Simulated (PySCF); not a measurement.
Delta-SCF ions had no search for a lower state. Excitations are Tamm–Dancoff values on a coarser integration grid. The basis has no diffuse functions, so Rydberg states are missing or too high.

Cartesian coordinates (Å):
SMILES: C(N)([SiH3])[SiH3]
```xyz
13

N     -0.6578     1.3851    -0.5644
C     -0.1936     0.3285     0.3349
Si    -1.0965    -1.2711    -0.0802
Si     1.6641     0.1097     0.1176
H     -1.6554     1.5380    -0.4821
H     -0.1969     2.2672    -0.3782
H     -0.3686     0.5250     1.4080
H     -2.5655    -1.0173    -0.0575
H     -0.7209    -1.7632    -1.4302
H     -0.7752    -2.3104     0.9347
H      2.3309     1.4315     0.2937
H      1.9877    -0.4082    -1.2362
H      2.1857    -0.8297     1.1466
```
Charge 0, multiplicity 1.

### Question
What LUMO, S1 excitation (TDA), T1 excitation (TDA), S1–T1 gap (TDA), total energy, HOMO–LUMO gap, S1 oscillator strength and vertical ionisation energy (Delta-SCF) does PySCF with PBE0-D4/def2-TZVP give?

### Answer

```
Property                                      Result
--------------------------------------  ------------
LUMO                                         0.24 eV
S1 excitation (TDA)                          6.02 eV
T1 excitation (TDA)                          5.73 eV
S1–T1 gap (TDA)                              0.30 eV
total energy                            -18420.33 eV
HOMO–LUMO gap                                7.38 eV
S1 oscillator strength                         0.004
vertical ionisation energy (Delta-SCF)       9.32 eV
```
